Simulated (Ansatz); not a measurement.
Basis-set extrapolation for C2H5AlF2 (`C[CH2][Al]([F])[F]`) (PBE0-D4/def2-TZVP geometry, frozen core, the Gaussian-basis code of Ansatz). Multiplicity 1, RHF reference.

```json
{"": "HF", "def2-TZVPP": "-519.738700", "def2-QZVPP": "-519.759984"}
{"": "MP2 correlation", "def2-TZVPP": "-0.929932", "def2-QZVPP": "-1.007530"}
{"": "CCSD(T) correlation", "def2-TZVPP": "-0.987104", "def2-QZVPP": "not run"}
```

Energies in hartree. Use E(X) = E(∞) + A·exp(−7.88·√X) for Hartree–Fock and E(X) = E(∞) + B·X^(−2.97) for correlation, with X = 3 and 4, and add CCSD(T) minus MP2 of the smaller set to the MP2 limit.

**Question.** What is the CCSD(T) energy at the basis-set limit?

**Answer.** HF limit: -519.759984 + (-0.021284) × 0.13774 = -519.76292. MP2 limit: -1.007530 + (-0.077598) × 0.74074 = -1.06501. Higher-order term: -0.987104 − (-0.929932) = -0.05717. Total: -520.88510 hartree, 100.0 kcal/mol below CCSD(T)/def2-TZVPP.
